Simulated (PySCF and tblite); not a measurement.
Values are calculated unless marked as measured or tabulated.
System: C3H9NSi, numbered as in [CH2:1]1[CH2:2][SiH2:3][CH2:4][NH:5]1.

Motion: inversion of the 5-membered ring (1–2–3–4–5). GFN2-xTB gives an electronic barrier of 4.8 kcal/mol and a reaction energy of 0.8 kcal/mol.

Q: What does PBE0/pcSseg-1 + D3(BJ), IEF-PCM tetrahydrofuran give on GFN2-xTB geometries?

A: A barrier of 5.0 kcal/mol, 0.2 above the tight-binding barrier (from unrounded values), a reaction energy of -0.3 kcal/mol and, with GFN2-xTB thermal terms, ΔG‡(298 K) = 4.3 kcal/mol and k = 4.1×10⁹ s⁻¹ (1 equivalent path).

Programs: tblite and PySCF.
